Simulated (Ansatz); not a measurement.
`BC#CN`, relaxed with RKS PBE0-D4/def2-TZVP in Ansatz 0.2.0 from a PBE-D4/def2-SVP geometry. The force threshold is 0.005 eV/Å; the program also tests the step.

Charge 0, multiplicity 1.

Start:

```xyz
8

B    -1.294    1.341   -0.784
C    -0.349    0.361   -0.211
C     0.452   -0.469    0.273
N     1.293   -1.341    0.784
H    -1.942    2.070   -0.053
H    -1.432    1.430   -1.991
H     1.426   -1.429    1.794
H     1.847   -1.962    0.189
```

Question: By how much does the energy fall, and how many steps does the optimiser take? (Best estimate.)

Answer: Computed: 5.62 kJ/mol, in 6 steps.

Question: Which bonds change most? (An estimate is asked.)

Answer: The calculation gave: C2–C3 from 1.251 to 1.225 Å; B1–H5 from 1.219 to 1.197 Å; B1–H6 from 1.219 to 1.197 Å; N4–H7 from 1.023 to 1.006 Å.

Question: Give the relaxed structure. (Best estimate.)

Answer: The calculation gave: 
```xyz
8

B    -1.280    1.327   -0.776
C    -0.340    0.353   -0.206
C     0.444   -0.460    0.268
N     1.280   -1.326    0.775
H    -1.915    2.041   -0.054
H    -1.414    1.410   -1.962
H     1.404   -1.410    1.770
H     1.821   -1.935    0.185
```
